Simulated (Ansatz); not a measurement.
PBE exchange is replaced step by step with exact exchange (0 % is PBE, 25 % PBE0; no dispersion term), basis def2-SVP, Ansatz. System: cyclo-(Cl2SnNH)3 (Sn3N3Cl6H3). The state is a singlet with charge 0. Geometry: PBE-D4/def2-SVP.

Geometry of the singlet:

```xyz
15

Sn    1.8650    0.7769    0.4022
Cl    3.8156    1.8217   -0.3885
Cl    2.1651    0.4554    2.7271
N     0.2534    1.9618   -0.0373
Sn   -1.6555    1.2243    0.0442
Cl   -2.4825    1.0505    2.2544
Cl   -3.0916    2.6988   -1.0894
N    -1.6348   -0.5662   -0.9491
Sn   -0.1914   -1.9699   -0.5761
Cl   -0.2200   -3.5666   -2.2993
Cl   -0.5443   -3.1463    1.4461
N     1.5981   -0.9756   -0.6229
H     0.3149    2.8560    0.4754
H    -2.5721   -0.9967   -0.9424
H     2.3801   -1.6242   -0.4444
```

In the def2 sets Sn takes a core potential; there is no spin–orbit coupling.

```tsv
exact exchange (%)	HOMO (eV)	LUMO (eV)	gap (eV)
0	-7.06	-4.14	2.92
5	-7.36	-4.00	3.37
10	-7.66	-3.85	3.82
25	-8.58	-3.38	5.20
35	-9.20	-3.06	6.14
50	-10.14	-2.56	7.58
```

Problem. Fit a straight line to the column «gap (eV)» against the share of exact exchange and predict its value at 15 %.

Solution. With x = exact exchange (%) and y = gap (eV): mean x = 20.83, mean y = 4.838; Σ(x − x̄)(y − ȳ) = 174.2, Σ(x − x̄)² = 1871; slope b = 0.09311, intercept a = ȳ − b·x̄ = 2.899. The residuals of the fitted rows reach 0.03. At x = 15 the line gives 2.899 + (0.09311 × 15) = 4.30; the run gave 4.27, 0.03 less than the line.
